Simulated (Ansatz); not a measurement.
C₃H₆O₂Si (`C=C(O)[SiH2]C=O`). The species carries charge 0 and has multiplicity 1.

Z-matrix (Å, degrees):
```
Si
C 1 1.928
C 1 1.875 2 108.8
H 1 1.487 2 107.1 3 118.6
H 1 1.480 2 109.6 3 -120.2
O 2 1.205 1 122.5 3 137.6
H 2 1.117 1 118.0 3 -42.7
O 3 1.362 1 112.6 2 61.3
C 3 1.332 1 122.9 2 -117.3
H 8 0.965 3 109.7 1 -178.4
H 9 1.081 3 120.4 1 -1.1
H 9 1.088 3 122.2 1 179.0
```

Q: List the harmonic frequencies (cm⁻¹, unscaled) at PBE0-D4/def2-TZVP in Ansatz. (Best estimate.)

A: Computed: 31, 53, 111, 238, 287, 375, 406, 471, 498, 645, 677, 729, 743, 796, 862, 910, 924, 986, 1159, 1354, 1389, 1431, 1679, 1778, 2221, 2264, 2833, 3140, 3255, 3797.

Q: Is this a minimum?

A: Yes, all 30 modes are real.

Q: Give the ideal-gas thermochemistry at 298.15 K and 1 bar (rigid rotor, harmonic oscillator; point group C1, symmetry number 1).

A: Zero-point energy 215.6 kJ/mol; H(298) − E = 239.3 kJ/mol; entropy 376.5 J/(mol·K), of which translation 166.6, rotation 115.8, vibration 94.2; G(298) − E = 127.0 kJ/mol. Modes under 100 cm⁻¹ are hindered rotations or soft bends, so the harmonic entropy is rough.
